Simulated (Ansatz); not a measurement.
Basis-set extrapolation for `C/C=C1\CB1F` (PBE0-D4/def2-TZVP geometry, frozen core, Ansatz). Multiplicity 1, RHF reference.

```json
{"": "HF", "def2-TZVPP": "-279.174630", "def2-QZVPP": "-279.186923"}
{"": "MP2 correlation", "def2-TZVPP": "-0.992804", "def2-QZVPP": "-1.064386"}
{"": "CCSD(T) correlation", "def2-TZVPP": "-1.072484", "def2-QZVPP": "not run"}
```

Energies in hartree. Use E(X) = E(∞) + A·exp(−7.88·√X) for Hartree–Fock and E(X) = E(∞) + B·X^(−2.97) for correlation, with X = 3 and 4, and add CCSD(T) minus MP2 of the smaller set to the MP2 limit.

Question: What is the CCSD(T) energy at the basis-set limit?

Answer: HF limit: -279.186923 + (-0.012293) × 0.13774 = -279.18862. MP2 limit: -1.064386 + (-0.071582) × 0.74074 = -1.11741. Higher-order term: -1.072484 − (-0.992804) = -0.07968. Total: -280.38571 hartree, 87.0 kcal/mol below CCSD(T)/def2-TZVPP.
